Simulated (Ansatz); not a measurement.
Species: H2SiO2, charge 0, singlet. H2SiO2 (SMILES O[Si]O).
B3LYP-D3(BJ)/def2-TZVP minimum from Ansatz (a first-principles code):
```
Si
O 1 1.6481
H 2 0.9663 1 118.39
O 1 1.6695 2 99.55 3 0.00
H 4 0.9625 1 116.81 2 180.00
```

Atomisation energy term by term, kcal/mol (programs: Ansatz). UHF or UKS for unpaired electrons; spin-orbit terms are left out. Correlated methods leave the cores frozen. Rows without X2C or -DK are non-relativistic. CBS(X,Y): correlation extrapolated as X^-3, Hartree-Fock from the larger set (Q,5: extrapolated as (X+1)exp(-9√X)). A bracket is a step between two methods taken in the basis named. 'core' is core correlation in cc-pwCVTZ (1s frozen past Ne), 'X2C' scalar relativity in cc-pVTZ-DK, both at CCSD(T). For partners of very few electrons the exact lower level stands in for a higher one.

```csv
term,basis,kcal/mol
Hartree-Fock,"CBS(cc-pV(Q+d)Z,cc-pV(5+d)Z)",311.20
CCSD correlation,"CBS(cc-pV(Q+d)Z,cc-pV(5+d)Z)",142.84
(T),"CBS(cc-pV(Q+d)Z,cc-pV(5+d)Z)",10.35
CCSDT(Q) - CCSD(T),cc-pV(T+d)Z,0.05
core correlation,cc-pwCVTZ,1.04
scalar relativity,"X2C, cc-pVTZ-DK",-0.82
sum: De,,464.7
```

The step beyond CCSD(T) by other levels: CCSDT(Q) in cc-pV(D+d)Z 0.83 kcal/mol.
